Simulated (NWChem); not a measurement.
System: Si$_{2}$NH$_{5}$O$_{2}$; SMILES N1[SiH2]O[Si@H]1O

Here is an NWChem input.

```
start job
memory heap 200 mb stack 900 mb global 1100 mb
geometry units angstroms noautosym nocenter noautoz
  O     -0.085207    -2.177003    -0.519569
  Si    -0.002019    -0.845500     0.447398
  N      1.188120     0.369363     0.060124
  Si    -0.074434     1.552555    -0.169633
  O     -1.192273     0.325066     0.163261
  H     -0.113192    -2.025874    -1.469649
  H     -0.010284    -1.404780     1.815378
  H      2.198292     0.390297     0.057180
  H     -0.215594     2.116524    -1.544421
  H     -0.125818     2.670849     0.815407
end
basis spherical
  O library pcsseg-1
  Si library pcsseg-1
  N library pcsseg-1
  H library pcsseg-1
end
dft
  xc kt2
  iterations 150
end
property
  shielding
end
task dft property
```

The geometry was optimised at PBE0/def2-SVP.

GIAO values for the isolated, static molecule; σ is the absolute isotropic shielding, δ = σ(reference) − σ with the isolated reference molecule computed at the same levels (1H: tetramethylsilane, 15N: ammonia, 17O: water, 29Si: tetramethylsilane).

Atoms are numbered as in the input.

Question: Predict the main results of this run. (KT2/pcSseg-1, GIAO.) Quantities: δ Si2 (ppm); δ N3 (ppm); δ Si4 (ppm); δ O5 (ppm); δ H6 (ppm); δ H8 (ppm); δ H9 (ppm).

Answer: 
```
Item         Result
-----------  ------
δ Si2 (ppm)   -27.6
δ N3 (ppm)     53.2
δ Si4 (ppm)    -8.7
δ O5 (ppm)     97.8
δ H6 (ppm)     2.69
δ H8 (ppm)     1.17
δ H9 (ppm)     5.74
```
